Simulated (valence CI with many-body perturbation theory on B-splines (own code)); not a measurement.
## I¹²⁺: E2, M1 decay

Computed by relativistic CI+MBPT: five valence electrons over a frozen Dirac-Fock core [Kr], radial functions for each j: 7 s, 7 p, 8 d, 6 f, 4 g, 1 h, with the one-electron correlation potential Σ1 (screened to all orders), the two-electron term Σ2, the three-electron term Σ3, Breit, model QED; selected single and double excitations, second order for the rest, scaled by the run's own slope (own B-spline code, finite nucleus).

No measured levels were compared; by estimate terms of the open shell hold to 2 to 4 % of their energy, and close levels can change places. Among the levels kept, up to 1100 cm⁻¹ of a level comes from second order outside the variational space, and about a tenth of that is noise between levels of different J, which matters for small intervals. Excitations out of the core, of the other parity, are not computed and may begin above about 59.4 eV (a cautious bound); beyond it only levels of the ground parity were kept, without lifetimes.

Lines 1 to 50 of 120 in falling wavelength, among levels below 479140 cm⁻¹, chosen from the decays that carry over 1 % of a level's rate. Wavelengths and rates use the calculated energies, so an error of 2000 cm⁻¹ moves a line at 22140 Å by 44 % and its rate by three times that or more. Electric multipoles are in the length gauge, E1 and E2 with the static RPA response of the core. S is in atomic units (e²a₀⁴ for E2 and M2, e²a₀⁶ for E3), for M1 in squared Bohr magnetons. Weak lines are less certain than strong ones. Lines between different terms over intervals too small for the method are left out, as are lines whose strength nearly cancels. Intervals below about 2000 cm⁻¹, as at the head of this list, are uncertain by tens of per cent.

Names give the largest LS component (configuration and term), which can be under half, so a name can repeat, a term be missing and a line seem to break the LS rules; names also repeat where a configuration has a term twice. Letters in brackets count levels of one name in rising energy.

```tsv
λ vac (Å)	Upper	Lower	Type	A (s⁻¹)	S (a.u.)
75170	4d5 4G_9/2	4d5 4G_11/2	M1	6.96e-02	1.10e+01
70220	4d5 4G_11/2	4d5 4G_7/2	E2	6.41e-10	1.17e-02
36300	4d5 4G_9/2	4d5 4G_7/2	M1	7.16e-01	1.27e+01
22140	4d5 4P_3/2	4d5 4D_5/2	M1	2.71e+00	4.36e+00
20290	4d5 4P_1/2	4d5 4D_3/2	M1	6.22e+00	3.85e+00
20120	4d5 2I_13/2	4d5 2I_11/2	M1	1.19e+00	5.05e+00
17950	4d5 2F_7/2 [c]	4d5 2F_5/2 [b]	M1	2.18e+00	3.73e+00
15360	4d5 4G_7/2	4d5 4G_5/2 [a]	M1	6.51e+00	6.99e+00
14400	4d5 2D_3/2 [a]	4d5 4F_5/2	M1	6.58e+00	2.92e+00
12390	4d5 4F_5/2	4d5 4F_3/2	M1	3.08e+00	1.31e+00
11810	4d5 2F_7/2 [a]	4d5 4D_5/2	M1	5.30e-01	2.59e-01
11610	4d5 4D_7/2	4d5 4G_9/2	M1	4.26e+00	1.98e+00
11200	4d5 4D_7/2	4d5 4G_5/2 [b]	M1	1.16e+01	4.82e+00
11170	4d5 4G_5/2 [b]	4d5 4G_5/2 [a]	M1	2.53e+01	7.83e+00
11030	4d5 4D_3/2	4d5 4G_5/2 [a]	M1	1.01e+01	2.00e+00
9726	4d5 2G_7/2 [a]	4d5 2F_5/2 [a]	M1	6.97e+00	1.90e+00
9544	4d5 4F_5/2	4d5 2F_7/2 [a]	M1	2.24e+01	4.33e+00
9255	4d5 2H_9/2	4d5 2G_9/2 [a]	M1	1.43e+01	4.20e+00
9245	4d5 4D_1/2	4d5 4P_1/2	M1	4.10e+01	2.40e+00
8796	4d5 4D_7/2	4d5 4G_7/2	M1	1.22e+01	2.46e+00
8626	4d5 2F_7/2 [c]	4d5 2H_9/2	M1	8.47e+00	1.61e+00
8524	4d5 2G_9/2 [b]	4d5 2G_7/2 [a]	M1	1.05e+01	2.40e+00
8218	4d5 2H_11/2	4d5 2H_9/2	M1	8.72e+00	2.15e+00
7987	4d5 2H_9/2	4d5 2F_7/2 [a]	M1	5.01e+00	9.46e-01
7524	4d5 2F_7/2 [a]	4d5 4D_7/2	M1	9.47e-01	1.20e-01
7457	4d5 2D_3/2 [a]	4d5 2F_5/2 [a]	M1	3.40e+00	2.09e-01
7406	4d5 2G_9/2 [b]	4d5 2H_9/2	M1	3.51e+01	5.28e+00
7333	4d5 2F_7/2 [c]	4d5 4F_5/2	M1	1.18e+01	1.38e+00
7332	4d5 4D_5/2	4d5 4D_3/2	M1	6.19e+00	5.43e-01
6997	4d5 2G_7/2 [a]	4d5 2F_7/2 [a]	M1	1.71e+01	1.74e+00
6932	4d5 4F_5/2	4d5 4P_3/2	M1	8.40e+00	6.23e-01
6881	4d5 2F_5/2 [b]	4d5 2F_5/2 [a]	M1	9.08e+00	6.58e-01
6664	4d5 2G_9/2 [a]	4d5 4D_7/2	M1	9.91e+00	1.09e+00
6662	4d5 2D_3/2 [a]	4d5 4F_3/2	M1	1.65e+01	7.22e-01
6456	4d5 2F_7/2 [b]	4d5 2F_5/2 [a]	M1	2.05e+01	1.64e+00
6351	4d5 4D_1/2	4d5 4D_3/2	M1	2.27e+01	4.31e-01
6198	4d5 2F_5/2 [b]	4d5 4F_3/2	M1	3.25e+01	1.72e+00
6175	4d5 4D_5/2	4d5 4G_7/2	M1	2.24e+01	1.18e+00
5881	4d5 2I_11/2	4d5 4G_9/2	M1	8.87e+00	8.03e-01
5780	4d5 2F_5/2 [a]	4d5 4D_7/2	M1	1.28e+01	5.49e-01
5740	4d5 2H_9/2	4d5 2I_11/2	M1	5.36e+00	3.76e-01
5623	4d5 2F_7/2 [b]	4d5 2G_9/2 [a]	M1	3.39e+01	1.79e+00
5593	4d5 4D_7/2	4d5 4G_5/2 [a]	M1	9.63e-01	5.00e-02
5508	4d5 4P_3/2	4d5 4D_3/2	M1	3.70e+01	9.16e-01
5474	4d5 4P_3/2	4d5 4G_5/2 [b]	M1	6.32e+00	1.54e-01
5454	4d5 2I_11/2	4d5 4G_11/2	M1	3.63e+01	2.62e+00
5393	4d5 2F_5/2 [b]	4d5 2F_7/2 [a]	M1	2.98e+00	1.04e-01
5279	4d5 4F_5/2	4d5 4D_5/2	M1	5.72e+01	1.87e+00
5106	4d5 4F_3/2	4d5 4P_1/2	M1	1.42e+01	2.81e-01
4974	4d5 2F_7/2 [c]	4d5 2F_5/2 [a]	M1	7.82e+00	2.86e-01
```
